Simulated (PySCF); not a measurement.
Si(H)2(OH)2 (H₄O₂Si), SMILES O[SiH2]O.

Geometry: r2SCAN-D4/def2-TZVP. One conformer was computed; it need not be the lowest.

Calculation: r2SCAN-D4/def2-TZVP in PySCF 2.14.0.

Frequencies are harmonic and unscaled.

```tsv
mode	ν (cm⁻¹)	IR (km/mol)	moving atoms (share of kinetic energy)
1	245	41.3	H 76 %, O 14 %, Si 10 %
2	282	117.1	H 85 %, O 13 %
3	364	123.1	O 58 %, H 30 %, Si 12 %
4	620	89.8	H 86 %, Si 11 %
5	750	34.8	H 90 %, O 10 %
6	817	86.2	O 52 %, H 37 %, Si 11 %
7	867	216.1	H 56 %, O 32 %, Si 12 %
8	887	0.5	H 67 %, O 23 %, Si 10 %
9	926	82.0	H 78 %, O 17 %
10	966	267.2	Si 41 %, H 38 %, O 21 %
11	974	97.8	H 88 %, Si 10 %
12	2239	88.0	H 98 %
13	2242	174.9	H 95 %
14	3859	92.0	H 94 %
15	3861	57.3	H 94 %
```
